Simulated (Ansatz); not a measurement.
`N#COBO`, relaxed with RKS PBE-D4/def2-SVP in the Gaussian-basis code of Ansatz from a rough embedded geometry. The force threshold is 0.03 eV/Å; the program also tests the step.

Charge 0, multiplicity 1.

Start:

```xyz
7

N    -2.069   -1.954    0.794
C    -1.108   -1.231    0.791
O    -0.010   -0.385    0.832
B     0.177    0.595   -0.293
O     1.381    1.459   -0.222
H    -0.468    0.563   -1.263
H     2.098    0.953   -0.639
```

Q: How much energy does the relaxation release, and in how many steps? (Best estimate.)

A: Computed: 117.10 kJ/mol, in 9 steps.

Q: Which bonds change most? (Estimate.)

A: Computed: B4–O5 from 1.484 to 1.346 Å; O3–B4 from 1.504 to 1.406 Å; C2–O3 from 1.387 to 1.294 Å; B4–H6 from 1.165 to 1.213 Å.

Q: Give the relaxed structure. (An estimate is asked.)

A: The calculation gave: 
```xyz
7

N    -2.135   -1.779    0.818
C    -1.157   -1.128    0.782
O    -0.065   -0.433    0.810
B     0.358    0.362   -0.270
O     1.517    1.009   -0.051
H    -0.310    0.414   -1.281
H     1.793    1.554   -0.809
```
